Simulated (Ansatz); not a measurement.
System: BHSeCl, charge 0, doublet. BHSeCl (SMILES ClB[Se], doublet).
B3LYP-D3(BJ)/def2-TZVP minimum from Ansatz (a quantum-chemistry and plane-wave program):
```
B
H 1 1.1875
Cl 1 1.7547 2 119.56
Se 1 1.9028 2 118.39 3 180.00
```
Charge 0, spin multiplicity 2.

Property: atomisation energy (electronic, to ground-state atoms), in kJ/mol. UHF or UKS for unpaired electrons; spin-orbit terms are left out. Cores are frozen in correlated methods (noble-gas shells, and filled d and f shells in the p block). No relativity. CBS(X,Y): correlation extrapolated as X^-3, Hartree-Fock from the larger set. A bracket is a step between two methods taken in the basis named. Double hybrids freeze cores in their MP2 part. Where a partner has so few electrons that a lower coupled-cluster level is exact, that level stands in.

CCSD(T)/CBS(def2-TZVPP,def2-QZVPP) + [CCSDT(Q) - CCSD(T)]/def2-SVP (Ansatz) gives 1182.9 kJ/mol.

### Question
What does PBE/def2-TZVPD (Ansatz) give here, and how do the other levels compare?

### Answer
PBE gives 1232.3 kJ/mol, 49.4 kJ/mol above it. Differences of the others: r2SCAN/def2-TZVPD (Ansatz) 42.6; PBE0/def2-TZVPD (Ansatz) 27.0; wB97M-V/def2-TZVPD (Ansatz) 16.6; B2PLYP/def2-TZVPD (Ansatz) -4.8; CCSD(T)/CBS(def2-TZVPP,def2-QZVPP) (Ansatz) -1.9 kJ/mol.
